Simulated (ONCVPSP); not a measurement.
**Potentials for Be (Z = 4) compared**

Generated with ld1.x 7.5 (TM, RRKJ, ultrasoft, PAW), atompaw 4.2 or ONCVPSP 4.0.1. The cutoff is in Ry: for ld1.x and atompaw files where the sum of valence levels is converged to 10 mRy in a Bessel basis, for ONCV files where the hardest occupied wave has 1 mHa per electron of residual kinetic energy. The error is the largest all-electron minus pseudo excitation energy over each file’s own four to seven test configurations (ionisations up to +4, promotions, holes and added fractions of an electron), all of which were solved. The labels leave out finer settings (local radius, basis sizes, second energies), which also bear on the numbers. Spin-polarised tests are not counted. The rows are a selection from randomly drawn settings: files with unsolved tests, undetermined cutoffs or missed reference levels are left out.

```tsv
potential	cutoff (Ry)	largest error (meV)	bound ghosts
ONCV, PBE, scalar-relativistic, rc 0.85/0.70/0.65 (spd), local smoothed, core correction no, reference 1s2 2s1, qcut 17.1/10.8/13.5, projectors 2/3/3	184	+963	none
ONCV, PBE, scalar-relativistic, rc 0.90/0.75 (sp), local p, core correction no, reference 1s2 2s1.5, qcut 12.6/8.9, projectors 2/0	124	+1785	none
ONCV, PW91, scalar-relativistic, rc 0.95/0.95 (sp), local smoothed, core correction no, reference 1s2 2s1.5, qcut 13.2/9.4, projectors 3/2	129	+3.1	none
ONCV, PBE, scalar-relativistic, rc 0.70/4.00/3.30 (spd), local smoothed, core correction no, reference 1s2 2s1.5 2p0.5, qcut 21.1/3.1/2.6, projectors 2/2/2	259	+139	none
```

Q: Fill in the row for Be: ONCV, LDA (Perdew-Zunger), scalar-relativistic, rc 0.90/0.75/0.85 (spd), local smoothed, core correction no, reference 1s2 2s2, qcut 11.9/10.3/9.7, projectors 2/2/3.

A: cutoff 115 Ry, largest error +6.1 meV, bound ghosts: none.
